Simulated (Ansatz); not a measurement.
Total energies of Cu₅⁺ (the lowest singlet isomer of a short search) from Ansatz at PBE0-D4/def2-TZVP, gas phase (1 Eh = 27.2114 eV = 2625.5 kJ/mol). The reference geometry is relaxed at PBE-D4/def2-SVP.

```xyz
5

Cu   -0.607   -0.841    2.126
Cu    1.922    0.495   -1.286
Cu   -1.599   -1.720    0.276
Cu    0.000    0.000    0.000
Cu    0.283    2.065   -1.116
```

| state | geometry | energy (Eh) |
| --- | --- | --- |
| charge 1 singlet | reference | -8201.25319 |
| charge 0 doublet | reference | -8201.43863 |
| charge 1 triplet | relaxed at PBE-D4/def2-SVP | -8201.22698 |
| charge 1 quintet | relaxed at PBE-D4/def2-SVP | -8201.12956 |

Q: Work out the vertical electron affinity, to the doublet.

A: E(charge 1 singlet) − E(charge 0 doublet) = -8201.25319 − (-8201.43863) = 0.18544 Eh = 5.05 eV.

Q: Which of the charge 1 states is lowest, and how far above it are the others?

A: The singlet. triplet: -8201.22698 − (-8201.25319) = 0.02621 Eh = 68.8 kJ/mol; quintet: -8201.12956 − (-8201.25319) = 0.12363 Eh = 324.6 kJ/mol. The triplet differs in its bonds from the reference. The quintet differs in its bonds from the reference.

The structure comes from a short search, and lower isomers may exist.
